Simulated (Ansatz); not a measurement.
Basis sets compared for Al6Ir⁺. The state is a singlet with charge 1. Geometry PBE-D4/def2-SVP. Ansatz on 4 threads of Arm Neoverse V1 on a shared host; times are rough, and most runs start from earlier orbitals.

```csv
atom,x (Å),y (Å),z (Å)
Ir1,0.6817,0.1810,-0.6872
Al2,-0.6352,2.1075,-0.2398
Al3,2.9359,-0.4516,-0.0909
Al4,0.6876,-1.2941,1.4161
Al5,-1.4858,0.0283,2.3246
Al6,-1.4695,-0.9469,-0.0991
Al7,-0.7147,0.3760,-2.6237
```

In the def2 sets Ir takes a core potential; there is no spin–orbit coupling. The restricted singlet is unstable towards broken spin symmetry in Hartree–Fock (as tested in another run); at PBE-D4/def2-SVP, PBE-D4/def2-TZVP, PBE0-D4/def2-SVP, PBE0-D4/def2-TZVP this wasn't settled. No other spin state of charge 1 was run. The structure comes from a short search, and lower isomers may exist.

| level | functions | energy (Eh) | HOMO (eV) | LUMO (eV) | wall time |
| --- | --- | --- | --- | --- | --- |
| PBE-D4/def2-SVP | 140 | -1557.6168 | -8.31 | -7.64 | 2.6 s |
| PBE0-D4/def2-SVP | 140 | -1557.6492 | -8.90 | -7.10 | 3.8 s |

Problem. Estimate the rows for PBE-D4/def2-TZVP (with forces), PBE0-D4/def2-TZVP.

Solution. 
```tsv
level	functions	energy (Eh)	HOMO (eV)	LUMO (eV)	wall time
PBE-D4/def2-TZVP (with forces)	262	-1558.1506	-8.21	-7.58	7 s
PBE0-D4/def2-TZVP	262	-1558.1762	-8.81	-7.03	11 s
```
